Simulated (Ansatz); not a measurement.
Input file for Ansatz (an electronic-structure program): R-HF/def2-TZVPP on F2Sn (SMILES [F][Sn][F]), atoms moved off the minimum. Elements past Kr take the def2 small-core potentials; no spin–orbit coupling.

Ansatz 0.2 input:
```yaml
crystal:
  periodic: [false, false, false]
  atoms:
    - {symbol: Sn, position_ang: [-0.07276789, -0.00956348, 0.40674081]}
    - {symbol: F, position_ang: [0.68927756, 1.20375101, -0.90661898]}
    - {symbol: F, position_ang: [-0.74084580, -1.27935535, -0.98690227]}
basis:
  gaussian:
    orbitals: def2-TZVPP
hamiltonian:
  xc: {name: HF}
scf: {lower_state_search: off}
output: {forces: true}
```

Task: What total energy does the run end on?

Result: -412.4030 hartree.
